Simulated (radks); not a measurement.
Coulomb parameter of the 4f shell of the ytterbium ion Yb3+ in the model configuration [Xe] 4f11.5 6p1.5, as a second difference U = [E(n + 0.5) + E(n - 0.5) - 2 E(n)] / (0.5)^2 with all orbitals relaxed. "Bare": the charge of the atom changes with n. "Screened": the 6p shell takes up the change at fixed total charge, which measures U(4f,4f) + U(6p,6p) - 2 U(4f,6p). Method: scalar-relativistic Kohn-Sham, PBEsol, spin-unpolarised, spherical densities, finite nucleus; Fermi nuclear charge, rms radius 5.3108 fm; computed with a radial shooting solver on a logarithmic mesh with Libxc functionals.

case               configuration  E - E(n) (eV)
start          [Xe] 4f11.5 6p1.5          0.000
bare +0.5        [Xe] 4f12 6p1.5        -24.736
bare -0.5        [Xe] 4f11 6p1.5         30.226
screened +0.5      [Xe] 4f12 6p1        -15.060
screened -0.5      [Xe] 4f11 6p2         17.795

U(bare) = 21.963 eV, U(screened by 6p) = 10.940 eV, against the Slater integral F0(4f,4f) = 36.810 eV with frozen orbitals.
